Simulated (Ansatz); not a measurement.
H2OSi, SMILES `O[SiH]` (H–O–Si–H torsion 0°) (charge 0, multiplicity 1).

Z-matrix (Å, degrees):
```
O
H 1 0.9600
Si 1 1.6526 2 118.82
H 3 1.5480 1 97.75 2 0.03
```
Charge 0, spin multiplicity 1.

Frozen-core energies in 6-31g from Ansatz (a program for electronic structure) at a geometry from PBE0-D3(BJ)/def2-TZVP; the HF reference has <S^2> = 0.00 and the T1 diagnostic is 0.019.

```tsv
level	energy (Ha)
HF	-364.85708
MP2	-365.02695
CCSD	-365.04198
CCSD(T)	-365.04530
```

**Question.** Estimate the energies of CCSDT, CCSDT(Q) and CCSDTQ, and give each level's difference from CCSDTQ.

**Answer.** 
| level | energy (Ha) | difference from CCSDTQ (mHa) |
|---|---|---|
| MP2 | -365.02695 | 19.31 |
| CCSD | -365.04198 | 4.28 |
| CCSD(T) | -365.04530 | 0.96 |
| CCSDT | -365.04564 | 0.61 |
| CCSDT(Q) | -365.04633 | -0.07 |
| CCSDTQ | -365.04626 | 0.00 |
